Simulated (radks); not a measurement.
Question: The mean radii <r> (bohr) of the occupied orbitals of an atom or ion are listed with their occupations. All-electron calculation, scalar-relativistic Kohn-Sham, r2SCAN, spin-polarised, spherical densities, finite nucleus; meta-GGA in the generalised Kohn-Sham scheme; Fermi nuclear charge, rms radius of each element as measured or else 0.836 A^(1/3) + 0.57 fm. Program: a radial shooting solver on a logarithmic mesh with Libxc functionals.

orbital  occ.      <r>
1s up       1  0.01580
1s down     1  0.01580
2s down     1  0.06648
2s up       1  0.06648
2p up       3  0.06055
2p down     3  0.06055
3s up       1   0.1715
3s down     1   0.1715
3p up       3   0.1736
3p down     3   0.1736
3d up       5   0.1575
3d down     5   0.1575
4s up       1   0.3770
4s down     1   0.3770
4p up       3   0.4022
4p down     3   0.4022
4d up       5   0.4223
4d down     5   0.4223
5s up       1   0.8336
5s down     1   0.8340
4f up       7   0.4411
4f down     7   0.4411
5p up       3   0.9496
5p down     3   0.9497
5d up       5    1.236
5d down     5    1.224
6s up       1    2.155
6s down     1    2.097
6p up       2    2.761

Name the element and its charge. Open shells, if any, are filled with parallel spins first.

Answer: Z = 83, bismuth, charge +1: Bi+ in [Hg] 6p2. The 1s radius gives Z: for a bare nucleus <r> = (2 gamma + 1)/(2Z) with gamma = sqrt(1 - (Z/c)^2), 0.01561 bohr for Z = 83, and screening makes it slightly larger (0.01580 here). The occupations add up to 82, and the charge is Z minus that.
